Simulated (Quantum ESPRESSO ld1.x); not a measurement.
Task: Species: Hf+. Configuration: [Xe] 4f13.5 5d1.5 6s2 (fractional occupations, a model configuration). All-electron calculation, scalar-relativistic Kohn-Sham, LDA (Slater exchange, VWN5 correlation), spin-polarised, spherical densities, point nucleus; open shells are filled with parallel spins first. Program: ld1.x of Quantum ESPRESSO 7.5. Some entries of the table are withheld. Estimate them.

orbital,occ.,eigenvalue (hartree),<r> (bohr)
1s down,1,-2397.74,0.01900
1s up,1,-2397.74,0.01900
2s up,1,-410.529,0.08042
2s down,1,-410.527,0.08042
2p up,3,-360.666,0.07175
2p down,3,-360.664,0.07175
3s up,1,-93.9387,0.2089
3s down,1,-93.9280,0.2088
3p up,3,-79.0450,0.2087
3p down,3,-79.0343,0.2087
3d up,5,-61.3854,0.1891
3d down,5,-61.3763,0.1890
4s up,1,-19.3225,0.4682
4s down,1,-19.3023,0.4682
4p up,3,-14.4300,0.4975
4p down,3,-14.4103,0.4975
4d up,5,-8.10771,0.5344
4d down,5,-8.08813,0.5344
5s up,1,-2.90765,1.125
5s down,1,-2.88015,1.123
5p up,3,-1.72972,1.320
5p down,3,-1.69787,1.317
4f up,7,-1.12916,0.6630
4f down,6.5,-1.10768,0.6617
6s up,1,-0.46456,3.021
5d up,1.5,(1),(2)
6s down,1,-0.44139,3.082
5d down,0,(3),(4)

Result: 
(1) 5d up eigenvalue (hartree): -0.44540
(2) 5d up <r> (bohr): 2.074
(3) 5d down eigenvalue (hartree): -0.41159
(4) 5d down <r> (bohr): 2.107
